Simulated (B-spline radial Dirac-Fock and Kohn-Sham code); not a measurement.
**Sc²⁺ in Watson spheres of different radius**

These are calculated numbers from a B-spline atomic structure program; the model is ΔSCF Dirac-Fock with Breit, self-energy and vacuum polarisation, finite nucleus, configuration average. The ion, [Ar] 3d1, sits in a hollow sphere of charge Q = -2, a simple model of the Madelung potential. Inside the sphere an electron's potential energy is raised by the constant 14.40·|Q|/R eV, so binding energies fall by about that much as long as the orbitals stay inside.

| radius (Å) | 14.40 |Q|/R (eV) | 1s (eV) | 2s (eV) | 2p1/2 (eV) | 2p3/2 (eV) | 3s (eV) | 3p1/2 (eV) | 3p3/2 (eV) | 3d (eV) |
| --- | --- | --- | --- | --- | --- | --- | --- | --- | --- |
| 1.8 | 16.00 | 4501.7 | 511.9 | 416.5 | 412.0 | 67.58 | 40.63 | 40.12 | 7.81 |
| 3 | 9.60 | 4508.1 | 518.2 | 422.8 | 418.3 | 73.92 | 46.96 | 46.46 | 14.14 |

From the smallest to the largest radius 1s moves by +6.3 eV, while the constant potential alone would give +6.4 eV; the difference comes from charge outside the sphere and its screening.
